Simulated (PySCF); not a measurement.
Cl2FGeH3Si, SMILES [GeH3][Si](Cl)(F)Cl.

The structure is a stationary point at B3LYP-D3(BJ)/def2-SVP. This is a generated structure with no PubChem entry under its InChIKey; it may be hypothetical.

Computed with TDA-ωB97X/def2-SVPD run with PySCF 2.14.0.

Vertical excitations.  State labels are in the subgroup Cs.

| state | symmetry | energy (eV) | λ (nm) | f | main pairs |
|---|---|---|---|---|---|
| S1 | A' | 7.43 | 167 | 0.111 | HOMO→LUMO+1 55 %, HOMO→LUMO 35 % |
| S2 | A" | 7.70 | 161 | 0.055 | HOMO→LUMO+2 80 % |
| S3 | A' | 7.92 | 156 | 0.400 | HOMO→LUMO 47 %, HOMO→LUMO+1 27 %, HOMO→LUMO+3 11 % |
| S4 | A" | 8.30 | 149 | 0.062 | HOMO−1→LUMO 59 % |
| S5 | A" | 8.40 | 148 | 0.000 | HOMO−2→LUMO 62 %, HOMO−2→LUMO+1 11 % |
| S6 | A' | 8.55 | 145 | 0.016 | HOMO→LUMO+3 75 % |
| S7 | A' | 8.68 | 143 | 0.020 | HOMO−1→LUMO+2 49 %, HOMO−3→LUMO 15 %, HOMO−5→LUMO 12 % |
| S8 | A" | 8.69 | 143 | 0.003 | HOMO−1→LUMO+1 57 %, HOMO−1→LUMO+3 10 %, HOMO−1→LUMO+4 10 % |
| S9 | A' | 8.81 | 141 | 0.002 | HOMO−3→LUMO 23 %, HOMO−2→LUMO+2 22 %, HOMO−1→LUMO+2 18 %, HOMO→LUMO+4 8 % |
| S10 | A" | 8.95 | 139 | 0.010 | HOMO−3→LUMO+2 31 %, HOMO−4→LUMO+1 21 %, HOMO−2→LUMO+1 16 %, HOMO−4→LUMO 12 % |
| T1 | A' | 6.47 | 192 | 0 | HOMO→LUMO+1 46 %, HOMO→LUMO 45 % |
| T2 | A" | 6.71 | 185 | 0 | HOMO→LUMO+2 89 % |
| T3 | A' | 7.02 | 176 | 0 | HOMO→LUMO 33 %, HOMO→LUMO+1 28 %, HOMO→LUMO+3 24 %, HOMO→LUMO+10 5 % |
| T4 | A" | 7.65 | 162 | 0 | HOMO−1→LUMO 62 % |
Triplets are in the Tamm–Dancoff approximation.
